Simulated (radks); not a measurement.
The numbers below are computed, except where a source is named.
These are the eigenvalues of the occupied orbitals of an atom or ion with whole-number occupations (eV). Level of theory: scalar-relativistic Kohn-Sham, PBE, spin-polarised, spherical densities, finite nucleus; Fermi nuclear charge, rms radius of each element as measured or else 0.836 A^(1/3) + 0.57 fm (a radial shooting solver on a logarithmic mesh with Libxc functionals).

1s up: -67353.62
1s down: -67353.61
2s up: -11578.51
2s down: -11578.39
2p up: -10149.82
2p down: -10149.73
3s up: -2657.798
3s down: -2657.773
3p up: -2232.669
3p down: -2232.639
3d up: -1735.997
3d down: -1735.928
4s up: -547.4036
4s down: -547.3135
4p up: -407.9022
4p down: -407.8175
4d up: -229.1684
4d down: -229.0624
5s up: -80.4557
5s down: -79.2746
5p up: -47.1297
5p down: -45.4656
4f up: -31.7634
4f down: -31.4736
6s up: -12.3756
5d up: -11.3406

Which element is it, and in what charge state? The configuration may be excited. Open shells, if any, are filled with parallel spins first.

Answer. Z = 73, tantalum, charge +1: Ta+ in [Xe] 4f14 5d3 6s1. The list shows which subshells hold electrons but not how many an open one holds; the 1s level, -2475.2 hartree, gives Z - s = 70.4 by -(Z - s)^2/2, which with screening and relativity narrows Z to a few neighbours, and the depths of the outer levels then fix element, charge and occupations together.
